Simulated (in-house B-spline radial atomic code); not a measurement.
Radial electron density of Tc XL (Tc39+), [He] 2s2. Level of theory: Dirac-Kohn-Sham CAM-B3LYP, spherical fractional occupations, Fermi nucleus of rms radius 4.41117 fm; calculated with a B-spline radial code for spherical atoms.

Columns: r (bohr), 4πr²n(r) (electrons per bohr), bar.

```
 0.00113     1.13 #
 0.00131    1.474 #
 0.00152     1.92 ##
 0.00176    2.484 ##
 0.00204    3.209 ###
 0.00237    4.146 ####
 0.00275    5.321 #####
 0.00319     6.79 ######
 0.00369    8.574 #######
 0.00428     10.8 #########
 0.00497    13.51 ############
 0.00576    16.69 ##############
 0.00668    20.42 ##################
 0.00774    24.63 #####################
 0.00898    29.32 #########################
  0.0104    34.23 #############################
  0.0121    39.33 ##################################
   0.014    43.93 ######################################
  0.0162    47.77 #########################################
  0.0188    50.39 ###########################################
  0.0218    51.18 ############################################
  0.0253    49.74 ###########################################
  0.0293    45.99 ########################################
   0.034    40.08 ##################################
  0.0394    32.82 ############################
  0.0457    25.22 ######################
   0.053    18.64 ################
  0.0615    14.18 ############
  0.0713    12.43 ###########
  0.0827    13.01 ###########
  0.0958    14.78 #############
   0.111    16.21 ##############
   0.129    16.01 ##############
   0.149    13.85 ############
   0.173    10.19 #########
   0.201    6.243 #####
   0.233    3.161 ###
    0.27    1.284 #
   0.313   0.4042 
   0.363  0.09503 
   0.421  0.01613 
   0.488 0.001901
```

On this grid the curve has 2 maxima, near 0.0218, 0.111 bohr.

The 2s1/2 radial function P(r) = rR(r), positive near the nucleus, with its small component Q(r) (sign convention: Q ≈ (P' + κP/r)/2c):

```csv
r (bohr),P,Q
0.000465,0.1104,-0.01765
0.000625,0.1452,-0.02337
0.000841,0.1906,-0.03086
0.00113,0.2491,-0.04054
0.00152,0.3244,-0.05306
0.00204,0.419,-0.06898
0.00275,0.5386,-0.08944
0.00369,0.682,-0.1145
0.00497,0.8524,-0.1455
0.00668,1.04,-0.1816
0.00898,1.231,-0.2221
0.0121,1.394,-0.2643
0.0162,1.472,-0.3016
0.0218,1.39,-0.3265
0.0293,1.058,-0.3266
0.0394,0.3982,-0.2901
0.053,-0.5785,-0.2109
0.0713,-1.696,-0.09805
0.0958,-2.58,0.0182
0.129,-2.813,0.09712
0.173,-2.253,0.11
0.233,-1.255,0.07213
0.313,-0.4487,0.02819
0.421,-0.08961,0.005904
```
